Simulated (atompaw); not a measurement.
## Tl: one change to a PAW (atompaw) potential, before and after

* Element: thallium (Tl)
* Generator: atompaw 4.2.0.5
* Type: PAW
* Functional: PBE
* Relativity: scalar-relativistic
* Frozen core: [Kr] 4d10 4f14 5s2
* Valence charge: 19
* Reference configuration: 5p6 5d10 6s2 6p1
* Partial waves: 6s (bound): rc 2.45 bohr; 6s channel at 3.75 Ry: rc 2.45 bohr; 5p (bound): rc 1.55 bohr; 6p (bound): rc 2.45 bohr; 5d (bound): rc 2.45 bohr; 5d channel at -0.6 Ry: rc 1.85 bohr
* Local potential: troulliermartins scheme with l = 3 at 0 Ry, radius 2.35 bohr
* Core correction: smooth core density matched at 1.65 bohr
* Augmentation charge: besselshape compensation charge, radius 2.20 bohr; PAW radius 2.45 bohr; waves and projectors: custom rrkj gramschmidtortho

Change: all radii scaled by about 0.96 (s 2.34, p 1.48, d 2.34 bohr); local potential troulliermartins scheme with l = 3 at 0 Ry, radius 2.24 bohr; augmentation besselshape compensation charge, radius 2.10 bohr; PAW radius 2.34 bohr; waves and projectors: custom rrkj gramschmidtortho; core correction smooth core density matched at 1.58 bohr.

Cutoffs: the cutoffs (Ry, on a coarse ladder) from which the occupation-weighted sum of valence levels, in a spherical-Bessel basis at the reference potential, stays within 10 and 1 mRy of its value at 400 Ry; they do not see the model core or the augmentation charge, which bear on the density cutoff.

What does the change do?

The potential gets neither clearly harder nor softer (35 Ry and 70 Ry → 40 Ry and 70 Ry); a bound ghost appears in s, which as a rule spoils a file.

```tsv
quantity	base	changed
cutoff, loose	35 Ry	40 Ry
cutoff, tight	70 Ry	70 Ry
loose cutoff by channel (10 mRy a level)	s 6 Ry, p 30 Ry, d 15 Ry	s 6 Ry, p 35 Ry, d 15 Ry
bound ghosts	none	s
lowest overlap eigenvalue by channel	s 0.53, p 0.43, d 0.18	s 0.54, p 0.43, d 0.11
```

 A true bound ghost makes a file unfit for plane-wave use even where its test errors are small: the radial tests pick states by their node count and pass the ghost by. The cutoffs see the waves, projectors and local potential, not the compensation charge or the core.
